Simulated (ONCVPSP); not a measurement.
# hafnium (Hf), ONCV: configuration errors across variants

Hf, optimised norm-conserving Vanderbilt (ONCV), made with ONCVPSP 4.0.1 (PBEsol, scalar-relativistic). Core [Xe] 4f14, reference 5d2 6s2. Waves: 6s: rc 3.15 bohr, ncon 4, nbas 8, qcut 1.8 1/bohr, 2 projectors, debl 3.5 Ha; p scattering state at 0.03 Ha: rc 2.70 bohr, ncon 4, nbas 8, qcut 2.8 1/bohr, 2 projectors, debl 2.1 Ha; 5d: rc 2.40 bohr, ncon 4, nbas 8, qcut 5.7 1/bohr, 1 projector. Local part: polynomial inside 2.35 bohr (lpopt 5, dvloc0 1 Ha). Core correction: Teter function, fcfact 6, rcfact 1.35.

In the p channel the program set the typed energies aside and used 0.050, 2.150 Ha.

All-electron excitation energies from the reference (eV): (1) 5d2 6s1 8.009; (2) 5d2 6s0 22.172; (3) 5d1 6s2 6.540.

1 further variants failed, have other tests or another functional or relativity, and are left out.

Errors AE − PS in meV (a dash: test not solved or not reliable):

```csv
change,(1),(2),(3),bound ghosts,GHOST(+) flags above zero
base,-21,-180,-22,none,"s, p"
"core correction Teter function, fcfact 6.8, rcfact 1.35",-23,-199,-25,none,"s, p"
"core correction Teter function, fcfact 2.75, rcfact 1.55",-40,-278,-14,none,"s, p"
```

Problem. Give the same row for: d: qcut 6.1.

Solution. -21, -180, -23; bound ghosts: none; GHOST(+) flags above zero: s, p.
